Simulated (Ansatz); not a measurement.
Steps of a relaxation of AsH7SSi2, SMILES `[SiH3][SiH2][AsH]S` with RKS PBE-D4/def2-SVP.

```sh
$ ansatz run in.yaml --threads 4 --pin off --events-out ev --progress --plain --max-ram 10444MiB
```

```yaml
crystal:
  periodic: [false, false, false]
  atoms:
    - {symbol: Si, position_ang: [-0.759200, 1.400800, -0.127500]}
    - {symbol: Si, position_ang: [0.084800, -0.182700, 1.104200]}
    - {symbol: As, position_ang: [1.713100, -1.281700, -0.105800]}
    - {symbol: S, position_ang: [0.378600, -1.879400, -1.732400]}
    - {symbol: H, position_ang: [-1.429900, 0.853300, -1.352500]}
    - {symbol: H, position_ang: [-1.825000, 2.175000, 0.645600]}
    - {symbol: H, position_ang: [0.275800, 2.385400, -0.543100]}
    - {symbol: H, position_ang: [-0.917200, -1.120900, 1.489600]}
    - {symbol: H, position_ang: [0.685300, 0.434100, 2.353100]}
    - {symbol: H, position_ang: [2.166000, 0.023700, -0.820700]}
    - {symbol: H, position_ang: [-0.306900, -2.864500, -0.889900]}
basis:
  gaussian: {orbitals: def2-SVP}
hamiltonian: {xc: pbe, dispersion: d4}
relax: {f_tol: 0.03, max_steps: 200}
```

Positions (Å) and forces (eV/Å) along the path, 12 of 18 steps:

```xyz
11
step=1 energy=-87507.9434 eV
Si   -0.759    1.401   -0.128   -1.594    1.767   -0.988
Si    0.085   -0.183    1.104    1.270    0.289    1.391
As    1.713   -1.282   -0.106    2.032   -0.165    0.703
S     0.379   -1.879   -1.732   -1.966   -1.717   -0.139
H    -1.430    0.853   -1.353    0.015   -0.026   -0.076
H    -1.825    2.175    0.646    0.179   -0.104   -0.134
H     0.276    2.385   -0.543    0.300    0.172   -0.080
H    -0.917   -1.121    1.490   -1.049   -1.159    0.464
H     0.685    0.434    2.353   -0.008   -0.110   -0.026
H     2.166    0.024   -0.821   -0.107   -0.175    0.066
H    -0.307   -2.865   -0.890    0.927    1.228   -1.180
11
step=3 energy=-87508.4920 eV
Si   -0.869    1.535   -0.151    0.014   -0.029    0.036
Si    0.087   -0.161    1.174    0.123    0.155   -0.138
As    1.794   -1.362   -0.060   -0.036   -0.096   -0.055
S     0.364   -1.963   -1.774    0.002    0.071    0.077
H    -1.508    0.960   -1.385   -0.002   -0.003    0.041
H    -1.899    2.292    0.646   -0.025    0.027   -0.031
H     0.218    2.495   -0.568   -0.016   -0.036    0.032
H    -0.936   -1.176    1.631    0.091   -0.008   -0.086
H     0.715    0.427    2.418   -0.018    0.008   -0.018
H     2.292   -0.147   -0.884   -0.130   -0.004    0.172
H    -0.193   -2.956   -1.027   -0.002   -0.084   -0.030
11
step=4 energy=-87508.5149 eV
Si   -0.871    1.539   -0.144    0.023   -0.030   -0.030
Si    0.114   -0.137    1.170   -0.010   -0.013   -0.019
As    1.762   -1.404   -0.056    0.006    0.050   -0.029
S     0.322   -1.939   -1.779    0.005    0.061    0.066
H    -1.475    0.928   -1.376   -0.024    0.022    0.002
H    -1.930    2.285    0.624   -0.004    0.004   -0.007
H     0.207    2.510   -0.554   -0.008    0.008    0.006
H    -0.899   -1.156    1.629    0.013    0.020   -0.001
H     0.753    0.464    2.399    0.017   -0.004    0.022
H     2.271   -0.147   -0.803   -0.039   -0.079    0.023
H    -0.189   -2.999   -1.091    0.021   -0.040   -0.032
11
step=5 energy=-87508.5237 eV
Si   -0.877    1.537   -0.145    0.000    0.009    0.008
Si    0.112   -0.119    1.194    0.013   -0.013   -0.060
As    1.723   -1.437   -0.030   -0.055    0.000   -0.031
S     0.310   -1.900   -1.794    0.023    0.086    0.042
H    -1.498    0.914   -1.362   -0.009    0.005   -0.004
H    -1.933    2.292    0.620   -0.002    0.000    0.002
H     0.190    2.511   -0.574    0.005   -0.007   -0.003
H    -0.911   -1.100    1.705   -0.004   -0.008    0.002
H     0.799    0.496    2.390    0.007    0.015    0.029
H     2.275   -0.194   -0.758    0.018   -0.003    0.005
H    -0.125   -3.057   -1.226    0.002   -0.083    0.011
11
step=6 energy=-87508.5308 eV
Si   -0.890    1.549   -0.139    0.007    0.014   -0.001
Si    0.104   -0.101    1.205   -0.028   -0.014   -0.002
As    1.679   -1.466   -0.008   -0.016    0.029   -0.082
S     0.285   -1.886   -1.795   -0.017   -0.053    0.091
H    -1.552    0.925   -1.335    0.005   -0.001    0.004
H    -1.918    2.326    0.641    0.001    0.004    0.002
H     0.182    2.502   -0.603   -0.006   -0.008   -0.005
H    -0.930   -1.047    1.761    0.020   -0.001   -0.020
H     0.821    0.529    2.376    0.004    0.006   -0.005
H     2.298   -0.239   -0.718   -0.021   -0.055    0.041
H    -0.014   -3.148   -1.364    0.050    0.079   -0.023
11
step=8 energy=-87508.5342 eV
Si   -0.890    1.564   -0.136   -0.010   -0.023    0.000
Si    0.091   -0.099    1.203    0.061   -0.023    0.003
As    1.662   -1.472   -0.004   -0.015    0.077   -0.017
S     0.249   -1.879   -1.768   -0.026   -0.068    0.029
H    -1.581    0.933   -1.311   -0.005    0.010   -0.012
H    -1.891    2.365    0.655    0.001    0.006   -0.001
H     0.188    2.491   -0.632    0.004   -0.005    0.002
H    -0.934   -1.056    1.749   -0.029    0.008    0.006
H     0.813    0.528    2.373   -0.007    0.003    0.012
H     2.286   -0.252   -0.712    0.033    0.001    0.020
H     0.073   -3.180   -1.397   -0.008    0.015   -0.042
11
step=10 energy=-87508.5318 eV rejected
Si   -0.872    1.555   -0.136   -0.007   -0.012    0.015
Si    0.101   -0.087    1.236   -0.135    0.095    0.042
As    1.618   -1.458    0.002   -0.067   -0.112   -0.285
S     0.073   -1.865   -1.686    0.221   -0.032    0.234
H    -1.516    0.896   -1.325   -0.009    0.032    0.018
H    -1.904    2.355    0.617   -0.001   -0.007   -0.021
H     0.206    2.490   -0.617    0.006   -0.004    0.005
H    -0.936   -1.032    1.787    0.020    0.024    0.014
H     0.831    0.556    2.392    0.009   -0.019   -0.002
H     2.264   -0.252   -0.714   -0.014   -0.007    0.015
H     0.200   -3.216   -1.536   -0.024    0.041   -0.034
11
step=11 energy=-87508.5320 eV rejected
Si   -0.884    1.562   -0.145   -0.047    0.021    0.074
Si    0.079   -0.090    1.230    0.000   -0.075   -0.042
As    1.622   -1.472    0.013    0.040    0.070   -0.106
S     0.182   -1.871   -1.731   -0.006   -0.051    0.054
H    -1.605    0.946   -1.311    0.023   -0.030    0.017
H    -1.861    2.392    0.646   -0.013    0.013   -0.005
H     0.198    2.474   -0.662    0.024   -0.035    0.015
H    -0.937   -1.055    1.792   -0.008    0.090   -0.021
H     0.827    0.530    2.387   -0.028    0.032   -0.007
H     2.252   -0.261   -0.706    0.059    0.008    0.065
H     0.192   -3.211   -1.492   -0.044   -0.042   -0.045
11
step=12 energy=-87508.5379 eV
Si   -0.889    1.565   -0.132    0.008   -0.007    0.006
Si    0.089   -0.094    1.215   -0.021    0.016    0.000
As    1.643   -1.467   -0.003   -0.014   -0.008   -0.011
S     0.190   -1.885   -1.733   -0.004   -0.029    0.016
H    -1.595    0.936   -1.300    0.001    0.004   -0.004
H    -1.876    2.389    0.654    0.003   -0.003   -0.002
H     0.199    2.474   -0.641   -0.001    0.001   -0.004
H    -0.950   -1.036    1.766    0.010   -0.001    0.002
H     0.813    0.540    2.379    0.004   -0.004    0.002
H     2.282   -0.254   -0.709    0.004    0.007    0.004
H     0.159   -3.224   -1.475    0.009    0.026   -0.009
11
step=13 energy=-87508.5386 eV
Si   -0.887    1.567   -0.132    0.003   -0.003    0.007
Si    0.086   -0.090    1.220   -0.017    0.005    0.010
As    1.631   -1.467   -0.001   -0.018   -0.019   -0.039
S     0.159   -1.887   -1.718    0.023   -0.057    0.042
H    -1.586    0.935   -1.302   -0.002    0.002   -0.001
H    -1.877    2.393    0.649    0.000   -0.001   -0.004
H     0.202    2.474   -0.641    0.002   -0.001    0.002
H    -0.948   -1.033    1.777    0.002    0.010    0.001
H     0.819    0.542    2.380    0.002    0.000   -0.002
H     2.274   -0.255   -0.706    0.002    0.003   -0.002
H     0.192   -3.236   -1.506    0.005    0.062   -0.014
11
step=17 energy=-87508.5399 eV
Si   -0.886    1.569   -0.128    0.008   -0.008   -0.001
Si    0.078   -0.084    1.235   -0.008    0.011    0.008
As    1.598   -1.480    0.002   -0.007    0.003    0.005
S     0.098   -1.903   -1.681    0.002   -0.033    0.000
H    -1.573    0.930   -1.303   -0.001    0.004   -0.002
H    -1.885    2.402    0.634    0.000   -0.002    0.000
H     0.214    2.469   -0.628   -0.005    0.002   -0.003
H    -0.961   -1.000    1.828    0.014   -0.001   -0.005
H     0.845    0.559    2.367    0.001   -0.006   -0.002
H     2.249   -0.268   -0.700    0.001   -0.001    0.005
H     0.288   -3.252   -1.605   -0.005    0.031   -0.004
11
step=18 energy=-87508.5399 eV
Si   -0.886    1.571   -0.129    0.001   -0.005    0.000
Si    0.078   -0.081    1.236    0.001   -0.014    0.004
As    1.592   -1.483    0.004   -0.002    0.013    0.015
S     0.088   -1.906   -1.674    0.002   -0.016   -0.002
H    -1.572    0.932   -1.304   -0.001    0.001    0.000
H    -1.886    2.402    0.633    0.000    0.000   -0.002
H     0.213    2.471   -0.630   -0.003    0.000    0.000
H    -0.957   -1.000    1.831    0.000    0.008    0.000
H     0.849    0.561    2.366    0.000   -0.002   -0.003
H     2.247   -0.271   -0.693    0.007   -0.003   -0.008
H     0.300   -3.252   -1.618   -0.006    0.017   -0.005
```

Run time 42 s (4 threads of an Arm Neoverse N1 on a shared host); peak host memory 0.19 GiB.
